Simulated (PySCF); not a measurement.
A structure optimised at PBE0-D3(BJ)/def2-SVP, used in a PySCF frequency run:

```
C
F 1 1.3860
C 1 1.5151 2 107.36
H 3 1.0998 1 109.90 2 59.82
H 3 1.0998 4 108.74 1 120.33
H 3 1.1005 4 108.45 5 117.75
C 1 1.5451 2 111.74 3 -124.12
H 7 1.0984 1 116.37 2 91.86
H 7 1.1019 8 109.06 1 123.16
C 1 1.5451 2 111.74 3 124.12
H 10 1.0984 1 116.37 2 -91.86
H 10 1.1019 11 109.06 1 -123.16
Si 7 1.8971 8 124.25 9 130.79
H 13 1.4927 7 118.53 8 -105.62
H 13 1.4936 14 109.29 7 -134.53
```
Charge 0, spin multiplicity 1.

### Question
Write its SMILES, formula and point group.

### Answer
CC1(F)C[SiH2]C1, C4H9FSi, Cs

### Question
What are its rotational constants (standard atomic weights)?

### Answer
4.8133, 2.1433, 2.0738 GHz
